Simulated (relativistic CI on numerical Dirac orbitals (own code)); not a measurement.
## Fe³⁺: resonant inelastic scattering at the M2,3 edge

Computed with this model: Dirac-Coulomb-Breit CI, separate exchange-only KLI orbitals for each configuration, a model potential for QED, Kramers-Heisenberg scattering through one core-hole configuration in a parametric crystal field, unscaled Slater integrals; configurations [Ar] 3d5 → [Ne] 3s2 3p5 3d6; 300 K; core-hole width 0.48 eV; summed over polarisations. Incident energies are the highest absorption maxima for each field (at most a few, so the weaker spin-orbit partner edge can be absent), on the computed scale of the free ion. Intensities are in per cent of the strongest line above 0.02 eV; levels within 1 cm⁻¹ are merged; final levels count from the ground level, the first row holds all elastic scattering, lines under 0.4 are left out and each table stops after 24 rows. The scale of the Slater integrals is a model choice and moves the terms in proportion.

Field parameters in Wybourne normalisation: Oh B⁴₀ = 21Dq, B⁴₄ = √(5/14) B⁴₀. The field is a parameter set, without covalency.

S is read from ⟨S²⟩ = S(S + 1).

Oh, 10Dq = 4100 cm⁻¹:

```tsv
Final level (eV)	Degeneracy	Irrep	S	60.5 eV
0.000	6	Γ7+Γ8	2.50	474926.0
4.321	2	Γ7	1.50	12.6
4.323	4	Γ8	1.50	26.6
4.329	4	Γ8	1.50	7.1
4.335	2	Γ6	1.50	4.4
4.517	2	Γ7	1.50	1.9
4.521	4	Γ8	1.50	5.6
4.525	2	Γ6	1.50	3.4
4.526	4	Γ8	1.50	3.0
4.559	4	Γ8	1.50	7.0
4.559	2	Γ7	1.50	2.2
4.561	4	Γ8	1.50	6.6
4.562	2	Γ6	1.50	2.8
5.454	4	Γ8	1.50	75.6
5.465	2	Γ7	1.50	25.1
5.471	4	Γ8	1.50	19.3
5.489	2	Γ6	1.50	6.5
5.606	2	Γ6	1.50	4.8
5.625	4	Γ8	1.50	36.3
5.640	2	Γ7	1.50	29.5
5.645	4	Γ8	1.50	100.0
5.691	2	Γ6	1.50	17.9
5.703	4	Γ8	1.50	64.3
5.708	2	Γ7	1.50	47.3
```

Oh, 10Dq = 9300 cm⁻¹:

| Final level (eV) | Degeneracy | Irrep | S | 60.5 eV |
| --- | --- | --- | --- | --- |
| 0.000 | 6 | Γ7+Γ8 | 2.50 | 481133.4 |
| 3.771 | 2 | Γ7 | 1.50 | 24.5 |
| 3.774 | 4 | Γ8 | 1.50 | 44.9 |
| 3.785 | 4 | Γ8 | 1.50 | 17.1 |
| 3.793 | 2 | Γ6 | 1.50 | 12.1 |
| 4.338 | 2 | Γ7 | 1.50 | 6.6 |
| 4.346 | 4 | Γ8 | 1.50 | 19.4 |
| 4.359 | 2 | Γ6 | 1.50 | 7.5 |
| 4.361 | 4 | Γ8 | 1.50 | 11.3 |
| 4.558 | 4 | Γ8 | 1.50 | 29.1 |
| 4.559 | 2 | Γ7 | 1.50 | 5.4 |
| 4.561 | 4 | Γ8 | 1.50 | 27.9 |
| 4.561 | 2 | Γ6 | 1.50 | 18.4 |
| 5.125 | 2 | Γ7 | 0.51 | 4.3 |
| 5.211 | 4 | Γ8 | 0.51 | 1.8 |
| 5.391 | 4 | Γ8 | 1.50 | 59.4 |
| 5.397 | 2 | Γ6 | 1.50 | 1.0 |
| 5.438 | 4 | Γ8 | 1.49 | 42.4 |
| 5.460 | 2 | Γ7 | 1.49 | 31.5 |
| 5.672 | 2 | Γ7 | 1.50 | 28.9 |
| 5.677 | 4 | Γ8 | 1.50 | 100.0 |
| 5.684 | 2 | Γ6 | 1.50 | 47.2 |
| 5.843 | 2 | Γ7 | 0.52 | 1.0 |
| 5.865 | 4 | Γ8 | 0.51 | 1.2 |

For the first field the strongest loss at the lowest incident energy is the level at 5.64 eV (S = 1.50, against 2.50 in the thermal ground state). Levels of other spin, the first over 8 % at 4.32 eV, appear because spin-orbit coupling of the core hole, and in heavier ions of the valence shell too, mixes spins.
